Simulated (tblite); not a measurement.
Species: C6H8NO (doublet state).
Atom-mapped SMILES: `[CH:1]=[C:2]=[CH:3][CH2:4][C:5](=[O:6])[NH:7][CH3:8]` (hydrogens: H9 on C1; H10 on C3; H11, H12 on C4; H13 on N7; H14, H15, H16 on C8)
Bond orders are those of one Lewis drawing.

Computed with GFN2-xTB (tblite), gas phase: L-BFGS steps from a force-field or distance-geometry start until the largest atomic force falls under 0.01 eV/Å.

The end geometry, which sets the zero of energy:
```
atom  x, y, z in Å
C1     -2.4191   -0.1897    1.9211
C2     -2.0525    0.2880    0.8633
C3     -1.6341    0.7897   -0.3336
C4     -0.7892    0.0058   -1.2635
C5      0.6961    0.1429   -0.8615
O6      1.5210    0.6580   -1.5803
N7      0.9582   -0.3743    0.3527
C8      2.2629   -0.3069    0.9641
H9     -2.7655   -0.5776    2.8315
H10    -1.8467    1.8205   -0.5668
H11    -0.8825    0.3736   -2.2849
H12    -1.0415   -1.0571   -1.2280
H13     0.1886   -0.7056    0.9155
H14     2.6049   -1.3048    1.2430
H15     2.9477    0.1194    0.2329
H16     2.2440    0.3269    1.8531
```

Task: These geometries come from the run, each turned onto the end geometry. Order them by energy, lowest first.
A.
```
atom  x, y, z in Å
C1     -3.9526    0.4191    1.2413
C2     -2.9317    0.5760    0.5965
C3     -1.8012    0.7400   -0.1371
C4     -0.7513   -0.3028   -0.2655
C5      0.6502    0.2864   -0.0616
O6      0.8920    1.4707   -0.0756
N7      1.6013   -0.6587    0.1165
C8      2.9996   -0.3331    0.2717
H9     -4.8293    0.3172    1.8052
H10    -1.6088    1.6901   -0.6101
H11    -0.7591   -0.7209   -1.2821
H12    -0.9250   -1.1224    0.4348
H13     1.3505   -1.6338    0.0904
H14     3.5815   -0.7027   -0.5760
H15     3.0810    0.7506    0.3201
H16     3.3954   -0.7668    1.1901
```
B.
```
atom  x, y, z in Å
C1     -4.1135    0.3132    0.7831
C2     -3.0317    0.6268    0.3337
C3     -1.7317    0.8218   -0.0276
C4     -0.7449   -0.2960    0.0408
C5      0.6812    0.2375    0.0476
O6      0.9420    1.4270    0.0345
N7      1.6421   -0.7182    0.0350
C8      3.0190   -0.2804    0.0838
H9     -5.0846    0.1360    1.1820
H10    -1.2757    1.7998   -0.0885
H11    -0.8747   -1.0394   -0.7584
H12    -0.9164   -0.8537    0.9680
H13     1.4126   -1.7013    0.1193
H14     3.6629   -1.0928   -0.2510
H15     3.1182    0.6114   -0.5502
H16     3.2875    0.0170    1.1066
```
C.
```
atom  x, y, z in Å
C1     -2.9659    0.1414    1.8111
C2     -2.3062    0.4404    0.8383
C3     -1.6482    0.7805   -0.3083
C4     -0.7881   -0.1684   -1.0574
C5      0.6571    0.2185   -0.7007
O6      1.2319    1.1631   -1.1979
N7      1.1871   -0.5593    0.2726
C8      2.5089   -0.3337    0.8031
H9     -3.5020   -0.1225    2.6684
H10    -1.6592    1.8079   -0.6374
H11    -0.9193   -0.0537   -2.1352
H12    -0.9896   -1.1958   -0.7640
H13     0.6422   -1.3076    0.6699
H14     3.1943   -1.1241    0.4906
H15     2.8641    0.6217    0.4160
H16     2.4853   -0.2995    1.8891
```
D.
```
atom  x, y, z in Å
C1     -2.4363   -0.0152    1.9409
C2     -2.0232    0.3673    0.8595
C3     -1.6248    0.7813   -0.3745
C4     -0.7925   -0.0704   -1.2616
C5      0.6786    0.1295   -0.8472
O6      1.4549    0.8116   -1.4852
N7      0.9745   -0.4674    0.3243
C8      2.2564   -0.3129    0.9708
H9     -2.7535   -0.3222    2.8913
H10    -1.8175    1.8042   -0.6622
H11    -0.8852    0.2447   -2.2993
H12    -1.0539   -1.1271   -1.1616
H13     0.2734   -1.0277    0.7827
H14     2.8749   -1.2078    0.8458
H15     2.7639    0.5326    0.5031
H16     2.1027   -0.1117    2.0317
```
E.
```
atom  x, y, z in Å
C1     -2.3648   -0.1100    1.9349
C2     -2.0393    0.3331    0.8494
C3     -1.6560    0.7888   -0.3768
C4     -0.7893   -0.0144   -1.2714
C5      0.6866    0.1399   -0.8469
O6      1.5080    0.6923   -1.5415
N7      0.9494   -0.4032    0.3588
C8      2.2485   -0.3220    0.9825
H9     -2.6646   -0.4938    2.8632
H10    -1.9142    1.7952   -0.6637
H11    -0.8664    0.3377   -2.2985
H12    -1.0457   -1.0753   -1.2172
H13     0.1876   -0.7717    0.9063
H14     2.7071   -1.3141    1.0513
H15     2.8722    0.3101    0.3484
H16     2.1731    0.1163    1.9798
```

Result: E (0.007 eV), D (0.025 eV), C (0.064 eV), A (0.140 eV), B (0.302 eV).

In the order of the answer:

```csv
step,E above end (eV),largest force (eV/Å),rms force component (eV/Å),rms distance from end (Å),rms bond change (Å),bond most changed (Å)
232,0.007,0.12,0.038,0.119,0.002,C8–H14 +0.004
206,0.025,0.41,0.101,0.261,0.003,C5=O6 +0.005
193,0.064,0.54,0.111,0.551,0.004,C5–N7 +0.008
121,0.140,0.05,0.016,1.434,0.005,C4–C5 -0.011
11,0.302,1.06,0.254,1.612,0.010,C4–C5 -0.022
```

What follows is the cost of the whole relaxation. Time: 1.2 s. Hardware: Arm Neoverse V2, one thread, no GPU, shared host with 96 logical CPUs at a one-minute load of 46.
